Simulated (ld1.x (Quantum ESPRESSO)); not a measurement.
**Before and after: TM potential for V**

ld1.x (Quantum ESPRESSO) 7.5 input, shortened:

```
&input
   title='V', zed=23., rel=1, dft='PBESOL', iswitch=3,
   config='[Ar] 3d3 4s2 4p0'
 /
 &inputp
   pseudotype=2, tm=.true., lloc=0,
   nlcc=.true.
 /
3
4P  2  1   0.00   0.00  3.95  3.95  0.0
3D  3  2   3.00   0.00  1.75  1.75  0.0
4S  1  0   2.00   0.00  2.55  2.55  0.0
 &test
   configts(1)='3d3 4s2 4p0'
 /
```

Change: local potential the p channel.

Cutoffs: the cutoffs (Ry, on a coarse ladder) from which the occupation-weighted sum of valence levels, in a spherical-Bessel basis at the reference potential, stays within 10 and 1 mRy of its value at 400 Ry; they do not see the model core or the augmentation charge, which bear on the density cutoff. Errors are all-electron minus pseudo energies relative to the spin-unpolarised reference configuration.

**Question.** What does the change do?

**Answer.** The potential gets neither clearly harder nor softer (70 Ry and 80 Ry → 70 Ry and 80 Ry); a bound ghost appears in s, which as a rule spoils a file; of the 7 tests that both files solve, the error grows in 5 and shrinks in 0 by more than 15 % and 0.3 meV (median size 324.0 → 348.3 meV). In the separable form a ghost depends on how the local part lies against the semilocal potential of the channel, so the choice of the local part can create or remove one.

```tsv
quantity	base	changed
cutoff, loose	70 Ry	70 Ry
cutoff, tight	80 Ry	80 Ry
bound ghosts	none	s
error for 3d3 4s1 4p0, meV [ΔE 7.75 eV]	-6.0	-22
error for 3d3 4s0 4p0, meV [ΔE 21.95 eV]	-46	-54
error for 3d2 4s0 4p0, meV [ΔE 50.80 eV]	-478	-554
error for 3d4 4s0 4p0, meV [ΔE 7.16 eV]	-324	-348
error for 3d1 4s0 4p0, meV [ΔE 96.63 eV]	-1781	-1878
error for 3d2 4s2 4p1, meV [ΔE 5.80 eV]	-348	-563
error for 3d3.5 4s1.5 4p0, meV [ΔE 0.05 eV]	-59	-82
s: phases at 4.30 bohr within 0.05 rad from the reference energy up to (Ry; the scan ends near 5)	0.8	0.6
p: phases at 4.30 bohr within 0.05 rad from the reference energy up to (Ry; the scan ends near 5)	1.3	1.0
d: phases at 4.30 bohr within 0.05 rad from the reference energy up to (Ry; the scan ends near 5)	0.2	0.1
```

Changed file: These tests converged, but a pseudo level misses the all-electron one widely, so the file describes the atom poorly there or has found another state: 3d2 4s0 4p0: empty 4s by 4.5 eV (a node warning on the way); 3d1 4s0 4p0: empty 4s by 9.9 eV. A true bound ghost makes a file unfit for plane-wave use even where its test errors are small: the radial tests pick states by their node count and pass the ghost by.
